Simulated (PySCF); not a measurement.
Isomers of C5H4Cl2O, one GFN2-xTB conformer each. Single-point energies are computed at PBE0/pcSseg-1 (PySCF, gas phase, no added dispersion term), electronic only.

| SMILES | GFN2-xTB relative energy (kcal/mol) |
| --- | --- |
| C#C[C@H](C=O)C(Cl)Cl | 33.5 |
| CC(=O)C#CC(Cl)Cl | 21.8 |
| C=C/C(Cl)=C/C(=O)Cl | 0.0 |

Conformers: `[CH:1]#[C:2][C@H:3]([CH:4]=[O:5])[CH:6]([Cl:7])[Cl:8]` with C2–C3–C4–O5 -150°, C2–C3–C6–Cl7 53°; `[CH2:1]=[CH:2]/[C:3]([Cl:4])=[CH:5]/[C:6](=[O:7])[Cl:8]` with C1–C2–C3–Cl4 0°, C3–C5–C6–O7 0°.

Problem. What does PBE0/pcSseg-1 give for the same structures?

Solution. 
```tsv
SMILES	PBE0/pcSseg-1 E (Eh)	PBE0/pcSseg-1 (kcal/mol)	GFN2-xTB (kcal/mol)	point group
C=C/C(Cl)=C/C(=O)Cl	-1187.84547	0.0	0.0	Cs
CC(=O)C#CC(Cl)Cl	-1187.79549	31.4	21.8	Cs
C#C[C@H](C=O)C(Cl)Cl	-1187.78532	37.7	33.5	C1
```

Both levels put the same isomer lowest; measured from each level's own lowest isomer, the values differ by up to 9.6 kcal/mol (CC(=O)C#CC(Cl)Cl: 21.8 against 31.4). As drawn, the lowest has a C=C bond outside aromatic rings, which the highest lacks; the highest has a C≡C bond, which the lowest lacks.

Problem. Which frontier levels, dipoles and rotational constants go with these structures?

Solution. 
```
              SMILES  HOMO (eV, PBE0/pcSseg-1)  LUMO (eV)  dipole (D)       A, B, C (MHz)
 C=C/C(Cl)=C/C(=O)Cl                     -7.90      -2.92        4.78  3141, 753.1, 607.5
    CC(=O)C#CC(Cl)Cl                     -8.16      -2.32        1.41  2378, 617.5, 555.4
C#C[C@H](C=O)C(Cl)Cl                     -8.04      -1.51        2.52    1582, 1178, 1013
```
